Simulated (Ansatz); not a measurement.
`C=NBC[SiH3]` → `C=NB[SiH3]` + `[CH2]` (triplet)  (formal loss of a carbene)

Program: Ansatz. Geometries: PBE0-D4/def2-TZVP. ΔE: electronic, gas phase. CCSD(T)/CBS is the MP2 limit (def2-TZVPP, def2-QZVPP) plus CCSD(T) − MP2 in def2-TZVPP, frozen cores. This one scheme is used for every species. Functionals use def2-TZVPP. B3LYP here is the variant with VWN-RPA as its local correlation; programs differ in this. Triplets are unrestricted, without spin–orbit coupling. One conformer a species, not always the lowest.

`C=NBC[SiH3]`:

Cartesian coordinates in Å:
```
C 1.854 1.412 -1.400
N 1.317 0.418 -0.889
B 0.729 -0.668 -0.319
C -0.831 -0.812 -0.222
Si -1.438 -0.251 1.463
H 2.126 1.435 -2.461
H 2.080 2.308 -0.813
H 1.467 -1.494 0.145
H -1.128 -1.859 -0.336
H -1.356 -0.219 -0.977
H -1.155 1.197 1.660
H -2.906 -0.459 1.599
H -0.759 -1.008 2.550
```

`C=NB[SiH3]`:

```xyz
10

C    -0.695   -0.063   -2.101
N    -0.123   -0.410   -1.053
B     0.482   -0.752    0.098
Si    0.312    0.467    1.696
H    -0.186    0.552   -2.847
H    -1.723   -0.364   -2.312
H     1.104   -1.775    0.134
H     1.657    0.922    2.151
H    -0.321   -0.252    2.837
H    -0.508    1.675    1.397
```

`[CH2]` (triplet):

Z-matrix (Å, degrees):
```
C
H 1 1.079
H 1 1.079 2 134.9
```

```json
{"level": "B3LYP", "ΔE (kJ/mol)": "466.3"}
{"level": "CCSD/def2-TZVPP", "ΔE (kJ/mol)": "466.8"}
```

**Question.** What does CCSD(T)/CBS give? (Estimate.)

**Answer.** Computed: +488.8 kJ/mol. The listed levels differ from it by -22.5, -22.0 kJ/mol.

**Question.** What do rigid-rotor, harmonic-oscillator terms from PBE0-D4/def2-TZVP frequencies (298.15 K, 1 bar) make of the CCSD(T)/CBS value? (Estimate.)

**Answer.** Ansatz gave: ΔZPE = -27.4 kJ/mol, ΔH = +467.9 kJ/mol, ΔS = 161 J/(mol·K), ΔG = +420.0 kJ/mol. Open shells count their whole term as degenerate. Modes under 50 cm⁻¹ make the entropy rough.

Largest T1 diagnostic among the species: 0.017.

The D4 term adds +10.9 kJ/mol with B3LYP and +6.0 kJ/mol with PBE0; it sums over pairs of atoms, weighted by their polarisabilities, and B3LYP, whose exchange is more repulsive, gets the larger term. Leaving LDA and LC-ωPBE aside and taking each functional with its dispersion term where it has one, the values, not all of them listed here, spread over 36.1 kJ/mol, from r2SCAN-D4 to ωB97X-V. LDA lies +74.1 kJ/mol from PBE without D4. From BLYP to BHLYP (50 % exact exchange), in def2-TZVPP and without D4, ΔE moves by +6.4 kJ/mol.
